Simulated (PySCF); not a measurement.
PbI2, SMILES [I][Pb][I] (connectivity only; charge and spin as stated), neutral, multiplicity 1.

Coordinates come from a B3LYP-D3(BJ)/def2-SVP optimisation. The isomer is the one that the SMILES or the coordinates give; other isomers of the formula were not compared. The def2 effective core potentials stand for the cores of I, Pb; spin–orbit coupling is left out.

Level of theory: PBE/def2-TZVPD (PySCF).

Symmetry labels are those of the subgroup C2v that the program uses (full group C2v).

Computed valence orbital energies around the gap with their symmetry:
| orbital | symmetry | energy (eV) |
|---|---|---|
| HOMO−7 | B2 | -16.78 |
| HOMO−6 | A1 | -13.06 |
| HOMO−5 | B2 | -7.71 |
| HOMO−4 | A1 | -7.14 |
| HOMO−3 | B1 | -6.83 |
| HOMO−2 | A2 | -6.44 |
| HOMO−1 | A1 | -6.31 |
| HOMO | B2 | -6.20 |
| LUMO | B1 | -3.96 |
| LUMO+1 | A1 | -2.51 |
| LUMO+2 | B2 | -2.03 |
| LUMO+3 | A1 | -0.45 |
